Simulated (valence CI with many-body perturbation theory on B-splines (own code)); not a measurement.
**Level structure of W⁵¹⁺**

Computed by valence CI with perturbative core correlation (CI+MBPT): five valence electrons over a frozen Dirac-Fock core [Ar], a basis of 7 s, 7 p, 8 d, 6 f, 4 g, 1 h functions for each j, with the one-electron correlation potential Σ1, the two-electron term Σ2, the three-electron term Σ3, Breit, model QED; selected CI, second order for the rest, scaled by the run's own slope (own B-spline code, finite nucleus).

No measured spectrum was set against this ion. As an estimate, large intervals hold to a few tenths of a per cent, small ones and those within an open d or f shell to about a per cent. Among the levels kept, up to 580 cm⁻¹ of a level comes from second order outside the variational space, and about a tenth of that is noise between levels of different J, which matters for small intervals. Only levels of the ground parity were solved; by the run's estimate the other parity begins above the list, which can be wrong where configurations are misplaced.

Levels 1 to 32 of 32, with energies above the lowest level, (3d3/2^4 3d5/2) J=5/2. "Leading %" is the weight of the configuration and term that name the level; weights of strongly mixed levels are sums over their largest components and can fall short, so below about 35 % the name and the second component can differ from the true leading terms, or belong to a minority configuration. In the jj column 3d3/2^4 stands for four electrons in 3d with j = 3/2. Lifetimes count E1, E2, E3, M1 and M2 decay at the calculated energies, and are blank where another channel may lead or the interval is too uncertain; long ones can be off by a factor of two.

| No. | Configuration | Term | J | E (eV) | Leading % | Lifetime | g | Second component | Leading jj |
| --- | --- | --- | --- | --- | --- | --- | --- | --- | --- |
| 1 | 3d5 | 4P | 5/2 | 0.00 | 25 |  | 1.281 | 25 % 3d5 2D | 3d3/2^4 3d5/2 (97 %) |
| 2 | 3d5 | 6S | 5/2 | 58.41 | 35 | 289 ns | 1.331 | 22 % 3d5 2F | 3d3/2^3 3d5/2^2 (95 %) |
| 3 | 3d5 | 4G | 7/2 | 70.08 | 32 | 616 ns | 1.158 | 26 % 3d5 2F | 3d3/2^3 3d5/2^2 (99 %) |
| 4 | 3d5 | 2H | 11/2 | 71.35 | 44 |  | 1.099 | 32 % 3d5 4G | 3d3/2^3 3d5/2^2 (99 %) |
| 5 | 3d5 | 4D | 3/2 | 71.95 | 38 | 264 ns | 1.151 | 29 % 3d5 4P | 3d3/2^3 3d5/2^2 (99 %) |
| 6 | 3d5 | 2G | 9/2 | 76.93 | 32 | 400 μs | 1.130 | 27 % 3d5 4G | 3d3/2^3 3d5/2^2 (98 %) |
| 7 | 3d5 | 2D | 5/2 | 80.66 | 34 | 11.7 μs | 1.129 | 26 % 3d5 4D | 3d3/2^3 3d5/2^2 (96 %) |
| 8 | 3d5 | 4P | 1/2 | 84.30 | 41 | 45.3 μs | 1.790 | 31 % 3d5 2S | 3d3/2^3 3d5/2^2 (93 %) |
| 9 | 3d5 | 2F | 7/2 | 85.16 | 39 | 8.03 μs | 1.072 | 33 % 3d5 2G | 3d3/2^3 3d5/2^2 (98 %) |
| 10 | 3d5 | 2D | 3/2 | 102.16 | 62 | 3.00 μs | 0.797 | 19 % 3d5 4F | 3d3/2^3 3d5/2^2 (92 %) |
| 11 | 3d5 | 6S | 5/2 | 127.45 | 35 | 137 ns | 1.305 | 27 % 3d5 2D | 3d3/2^2 3d5/2^3 (94 %) |
| 12 | 3d5 | 4D | 7/2 | 136.13 | 52 | 248 ns | 1.208 | 42 % 3d5 4G | 3d3/2^2 3d5/2^3 (99 %) |
| 13 | 3d5 | 4G | 11/2 | 136.52 | 50 | 368 ns | 1.087 | 49 % 3d5 2I | 3d3/2^2 3d5/2^3 (99 %) |
| 14 | 3d5 | 4G | 9/2 | 138.56 | 62 | 370 ns | 1.140 | 35 % 3d5 2G | 3d3/2^2 3d5/2^3 (98 %) |
| 15 | 3d5 | 2I | 13/2 | 141.55 | 100 | 1.91 μs | 1.065 |  | 3d3/2^2 3d5/2^3 (100 %) |
| 16 | 3d5 | 4D | 1/2 | 143.44 | 78 | 199 ns | 0.450 | 16 % 3d5 2S | 3d3/2^2 3d5/2^3 (98 %) |
| 17 | 3d5 | 4P | 3/2 | 144.64 | 53 | 142 ns | 1.163 | 35 % 3d5 4F | 3d3/2^2 3d5/2^3 (98 %) |
| 18 | 3d5 | 2F | 5/2 | 145.76 | 42 | 258 ns | 1.020 | 32 % 3d5 4D | 3d3/2^2 3d5/2^3 (98 %) |
| 19 | 3d5 | 2H | 9/2 | 151.02 | 53 | 218 ns | 1.096 | 47 % 3d5 4F | 3d3/2^2 3d5/2^3 (100 %) |
| 20 | 3d5 | 2G | 7/2 | 153.45 | 61 | 719 ns | 0.980 | 35 % 3d5 2F | 3d3/2^2 3d5/2^3 (100 %) |
| 21 | 3d5 | 4F | 5/2 | 155.66 | 65 | 204 ns | 1.046 | 26 % 3d5 2D | 3d3/2^2 3d5/2^3 (99 %) |
| 22 | 3d5 | 2D | 3/2 | 156.15 | 84 | 534 ns | 0.851 | 14 % 3d5 4D | 3d3/2^2 3d5/2^3 (91 %) |
| 23 | 3d5 | 2G | 7/2 | 162.17 | 47 | 397 ns | 1.029 | 33 % 3d5 2F | 3d3/2^2 3d5/2^3 (97 %) |
| 24 | 3d5 | 4P | 1/2 | 162.28 | 44 | 269 ns | 1.757 | 40 % 3d5 2P | 3d3/2^2 3d5/2^3 (88 %) |
| 25 | 3d5 | 2G | 9/2 | 170.99 | 79 | 699 ns | 1.103 | 10 % 3d5 4F | 3d3/2^2 3d5/2^3 (98 %) |
| 26 | 3d5 | 2P | 3/2 | 186.48 | 74 | 676 ns | 1.178 | 24 % 3d5 2D | 3d3/2^2 3d5/2^3 (98 %) |
| 27 | 3d5 | 2D | 5/2 | 190.03 | 79 | 379 ns | 1.179 | 10 % 3d5 4D | 3d3/2^2 3d5/2^3 (93 %) |
| 28 | 3d5 | 4P | 5/2 | 206.25 | 34 | 90.3 ns | 1.228 | 28 % 3d5 2F | 3d3/2 3d5/2^4 (96 %) |
| 29 | 3d5 | 2F | 7/2 | 215.19 | 28 | 130 ns | 1.178 | 27 % 3d5 4F | 3d3/2 3d5/2^4 (99 %) |
| 30 | 3d5 | 2H | 11/2 | 216.68 | 55 | 167 ns | 1.067 | 27 % 3d5 2I | 3d3/2 3d5/2^4 (99 %) |
| 31 | 3d5 | 4D | 3/2 | 218.42 | 31 | 105 ns | 0.984 | 29 % 3d5 2D | 3d3/2 3d5/2^4 (98 %) |
| 32 | 3d5 | 2G | 9/2 | 224.07 | 53 | 185 ns | 1.111 | 18 % 3d5 4F | 3d3/2 3d5/2^4 (98 %) |

The ionisation energy to 3d4 3P_0 of the next ion comes out as 4706.2 eV (NIST: 4709 ± 4 eV (semi-empirical)). All 32 levels together are meant to be complete up to 227.15 eV.
